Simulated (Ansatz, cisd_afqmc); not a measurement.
Species: CH₆Ge, charge 0, singlet. CH6Ge (methylgermane, SMILES [CH3][GeH3]).
B3LYP-D3(BJ)/def2-TZVP minimum from Ansatz (a first-principles code):
```
Ge
H 1 1.5406
H 1 1.5406 2 108.57
H 1 1.5406 2 108.57 3 -117.86
C 1 1.9658 2 110.36 4 -121.07
H 5 1.0895 1 110.20 2 -60.00
H 5 1.0895 6 108.73 1 -120.89
H 5 1.0895 6 108.73 7 -118.23
```

Total energies in cc-pVDZ, 14 correlated electrons, 15 frozen orbitals. Open shells are spin-unrestricted; no spin-orbit coupling. Correlated methods leave the cores frozen (noble-gas shells, and filled d and f shells in the p block). No relativity. AFQMC is phaseless with a CISD trial state; ± is one standard error, without the phaseless bias. Outlying blocks are dropped, and bars are widened where a walk drifts. Over all cases where full CI ran beside it in this data, AFQMC minus full CI had a median of +0.1 mEh and passed +0.4 mEh in a tenth of the cases.

```tsv
method	program	energy (Eh)	minus CCSDT(Q) (mEh)
HF	Ansatz	-2116.68788	305.50
MP2	Ansatz	-2116.94325	50.12
CCSD	Ansatz	-2116.98522	8.15
CCSD(T)	Ansatz	-2116.99220	1.17
CCSDT(Q)	Ansatz	-2116.99337	0.00
AFQMC/CISD	cisd_afqmc	-2116.9935 ± 0.0004	-0.1 ± 0.4
```

Rough core times of Ansatz's runs on a shared machine: CCSD(T) under 20 s, CCSDT(Q) 80 s.
